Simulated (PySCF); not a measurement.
A side-by-side comparison of computed properties.

First species: C₇H₈FN.
Geometry (GFN2-xTB, Å), atoms numbered from 1 in this order:
```
atom  x, y, z in Å
C1    -3.117   -0.638    0.672
C2    -2.036    0.090    0.360
C3    -2.157    1.494    0.189
N4    -2.281    2.624    0.055
C5    -0.703   -0.477    0.177
F6    -0.655   -1.822    0.342
C7     0.404    0.198   -0.129
C8     1.754   -0.411   -0.301
C9     2.761    0.209    0.668
H10   -4.083   -0.181    0.797
H11   -3.048   -1.704    0.806
H12    0.329    1.269   -0.248
H13    2.091   -0.230   -1.326
H14    1.701   -1.489   -0.144
H15    3.745   -0.226    0.513
H16    2.460    0.024    1.696
H17    2.828    1.284    0.515
```

Second species: C6H7ClO.
Z-matrix (Å and degrees, GFN2-xTB geometry), rows numbered from 1:
```
C 
C   1  1.3272
C   2  1.4590  1  125.24
C   3  1.3427  2  121.52  1  -164.92
C   4  1.4845  3  127.09  2   179.98
C   3  1.4721  2  118.31  1    15.84
O   6  1.1850  3  129.78  2  -124.08
Cl  6  1.7851  3  110.84  2    58.45
H   1  1.0768  2  122.54  3    -1.25
H   1  1.0762  2  121.13  3   178.58
H   2  1.0821  1  120.00  3  -177.16
H   4  1.0836  3  117.72  2    -1.51
H   5  1.0898  4  109.45  3  -125.61
H   5  1.0907  4  109.70  3   117.07
H   5  1.0853  4  112.29  3    -4.52
```

Levels: B3LYP/def2-SVPD for dipole moment, HOMO energy, LUMO energy, HOMO–LUMO gap, static isotropic polarisability and electronic spatial extent ⟨r²⟩ about the centre of nuclear charge; TDDFT B3LYP/def2-SVPD for lowest singlet excitation; TDA B3LYP/def2-SVPD for lowest triplet excitation (Tamm–Dancoff); GFN2-xTB for rotational constant A and rotational constant C. Geometries: GFN2-xTB. All species are isolated and taken at one optimised geometry, non-relativistic unless stated. Electronic properties by PySCF.

Dipoles, sizes and rotational constants follow the conformer. The torsions of the flexible species, by atom-mapped SMILES:
- `[CH2:1]=[C:2]([C:3]#[N:4])/[C:5]([F:6])=[CH:7]/[CH2:8][CH3:9]`: C1–C2–C5–F6 0°, C5–C7–C8–C9 -122°
- `[CH2:1]=[CH:2]/[C:3](=[CH:4]/[CH3:5])[C:6](=[O:7])[Cl:8]`: C1–C2–C3–C4 -165°, C2–C3–C6–O7 -124°

| property | column X | column Y |
| --- | --- | --- |
| dipole moment | 2.62 D | 3.10 D |
| HOMO energy | -7.14 eV | -6.96 eV |
| LUMO energy | -2.19 eV | -1.95 eV |
| HOMO–LUMO gap | 4.95 eV | 5.01 eV |
| lowest singlet excitation | 4.90 eV | 4.27 eV |
| lowest triplet excitation (Tamm–Dancoff) | 2.94 eV | 3.14 eV |
| static isotropic polarisability | 95.7 au | 94.2 au |
| electronic spatial extent ⟨r²⟩ about the centre of nuclear charge | 1477 bohr² | 1180 bohr² |
| rotational constant A | 2.459 GHz | 2.032 GHz |
| rotational constant C | 0.763 GHz | 1.061 GHz |

Problem. Which column belongs to which species?

Solution. Column X is the first species and column Y the second. The first has 17 atoms and 66 electrons, the second 15 and 68.

Problem. How does each property change from the first species to the second?

Solution. dipole moment +0.48 D; HOMO energy +0.18 eV; LUMO energy +0.24 eV; HOMO–LUMO gap +0.06 eV; lowest singlet excitation -0.63 eV; lowest triplet excitation (Tamm–Dancoff) +0.20 eV; static isotropic polarisability -1.5 au; electronic spatial extent ⟨r²⟩ about the centre of nuclear charge -297 bohr²; rotational constant A -0.427 GHz; rotational constant C +0.298 GHz.

On the first: The principal polarisabilities are 62.0, 92.7 and 132.3 au; their mean is the isotropic value. The 8 singlets span 4.90 to 7.00 eV, and their oscillator strengths add up to 0.79.

On the second: No computed singlet falls in the visible range (750 to 380 nm, 1.65 to 3.26 eV); S1 lies 1.01 eV above its blue end. The vertical singlet–triplet gap S1 − T1 is 1.13 eV (TDDFT singlet less Tamm–Dancoff triplet; S1: HOMO→LUMO, weight 0.81; T1: HOMO→LUMO, weight 0.70).
